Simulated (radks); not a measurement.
Species: Sb43+. Configuration: [He] 2s2 2p4.

Calculated with a radial shooting solver on a logarithmic mesh with Libxc functionals: Dirac Kohn-Sham, PBE, spin-unpolarised, spherical densities, finite nucleus; open shells fill j = l - 1/2 first; Fermi nuclear charge, rms radius 4.6802 fm.

Energy parts (eV):
part                       energy
total                 -120247.968
kinetic                128989.805
electron-nucleus      -257052.701
Hartree                  9774.093
exchange-correlation    -1959.165

Orbitals (lengths in bohr, moments of r in powers of bohr; r(90%) holds 90 % of the orbital's charge):
orbital,occ.,eigenvalue (eV),r(90%),<1/r>,<r^4>
1s1/2,2,-33586.54,0.0510,54.40,3.090e-06
2s1/2,2,-7546.137,0.182,13.09,0.0004570
2p1/2,2,-7329.848,0.162,13.02,0.0002832
2p3/2,2,-7056.362,0.168,12.11,0.0003311
3s1/2,0,-3158.613,0.404,5.485,0.01140
3p1/2,0,-3086.378,0.389,5.436,0.009606
3p3/2,0,-3011.545,0.398,5.185,0.01061
3d3/2,0,-2924.555,0.350,5.086,0.006158
3d5/2,0,-2905.084,0.353,5.018,0.006362

The highest occupied level is 2p3/2 at -7056.4 eV. The density falls to 0.001 e/bohr^3 at r = 0.44 bohr.

Run on one thread of a shared host, so times are rough (Arm Neoverse V2): 0.04 s of CPU time, 0.04 s wall, 13 iterations on 2189 mesh points.
